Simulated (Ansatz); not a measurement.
These are frozen-core CCSD(T)/def2-TZVPP // PBE-D3(BJ)/def2-TZVP (Ansatz, an electronic-structure program) values and carry that method's errors. The restricted HF reference is unstable towards unrestricted orbitals.

Ansatz 0.2 input:
```yaml
crystal:
  periodic: [false, false, false]
  atoms:
    - { symbol: C, position_ang: [-1.068463, -1.755188, -0.085443] }
    - { symbol: C, position_ang: [-1.201304, -0.42479, -0.216876] }
    - { symbol: C, position_ang: [-0.125774, 0.552645, -0.068895] }
    - { symbol: C, position_ang: [-0.375397, 1.871428, -0.22386] }
    - { symbol: Si, position_ang: [1.628538, -0.003116, 0.339123] }
    - { symbol: H, position_ang: [-0.107944, -2.220056, 0.150807] }
    - { symbol: H, position_ang: [-1.917898, -2.426959, -0.210049] }
    - { symbol: H, position_ang: [-2.190079, -0.012557, -0.455157] }
    - { symbol: H, position_ang: [0.404387, 2.627847, -0.120405] }
    - { symbol: H, position_ang: [-1.381379, 2.234141, -0.461766] }
    - { symbol: H, position_ang: [2.16565, -0.918679, -0.715938] }
    - { symbol: H, position_ang: [1.674928, -0.736236, 1.643052] }
    - { symbol: H, position_ang: [2.494734, 1.211516, 0.425409] }
basis:
  gaussian: { orbitals: def2-TZVPP }
correlation:
  method: ccsd_t
```

Output:

```
Functional definition: HF
1619 factors; integrals over basis functions are off by at most 9.7e-4 eV
mean field evaluation 1: about -12107.4455 eV, gradient 3.3e1 eV
mean field evaluation 2: about -12107.7289 eV, gradient 3.3e1 eV
mean field evaluation 4: about -12111.3101 eV, gradient 4.4e0 eV
mean field evaluation 8: about -12111.3743 eV, gradient 2.2e-1 eV
mean field evaluation 16: about -12110.5828 eV, gradient 1.2e1 eV
mean field -12111.37454144 eV, -445.0848050133 hartree, gradient 5.2e-6 eV, S^2 0.000000; 0 other end points of the search recorded, 0 dependent functions left out; unrestricted orbitals would lower it
9 core orbitals not correlated
reference -12111.37454144 eV, -445.0848050133 hartree; 14, 14 occupied and 255, 255 virtual orbitals, 1619 factors
second order -21.10149942 eV of doubles, -0.00000000 eV of singles
cycle   1  -21.77868806 eV  change   -6.8e-1 eV  update   1.1e-1
cycle   2  -22.41441462 eV  change   -6.4e-1 eV  update   3.5e-2
cycle   3  -22.53913397 eV  change   -1.2e-1 eV  update   1.6e-2
cycle   4  -22.53565587 eV  change    3.5e-3 eV  update   4.9e-3
cycle   5  -22.53586826 eV  change   -2.1e-4 eV  update   2.1e-3
cycle   6  -22.53642474 eV  change   -5.6e-4 eV  update   5.2e-4
cycle   7  -22.53625763 eV  change    1.7e-4 eV  update   2.4e-4
cycle   8  -22.53627515 eV  change   -1.8e-5 eV  update   1.0e-4
cycle   9  -22.53628780 eV  change   -1.3e-5 eV  update   4.4e-5
cycle  10  -22.53626325 eV  change    2.5e-5 eV  update   1.6e-5
perturbative correction -1.04827662 eV, -0.0385234553 hartree
Total energy: -12134.95908132 eV, -445.9515208676 hartree
```

Cost: around 10 core-minutes (rough).
